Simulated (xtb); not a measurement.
Ga, charge +1, singlet (GFN-xTB shapes and energies of metal compounds can be far from the true ones). Base run: GFN2-xTB (xtb).

Input for xtb:
```
$ xtb mol.xyz --gfn 2 --chrg 1 --json

# file mol.xyz
1

Ga     0.00000000     0.00000000     0.00000000
```

Variants of this job, named by their change:

| change | ΔE vs base (mEh) | G_solv (kcal/mol) | SCF cycles |
|---|---|---|---|
| base | 0.000 | - | 43 |
| alpb = chcl3 | -89.666 | -56.27 | 43 |
| acc = 30 | 0.000 | - | 28 |
| gbsa = toluene | (withheld) | (withheld) | 43 |
| etemp = 10000 | -2.003 | - | 14 |
| acc = 0.1 | 0.000 | - | 54 |

### Question
Complete the blanks.

### Answer

- gbsa = toluene, ΔE vs base (mEh): -76.689
- gbsa = toluene, G_solv (kcal/mol): -48.12

ALPB and GBSA are two models with their own fitted parameters for each solvent, which aren't always the measured dielectric constant.
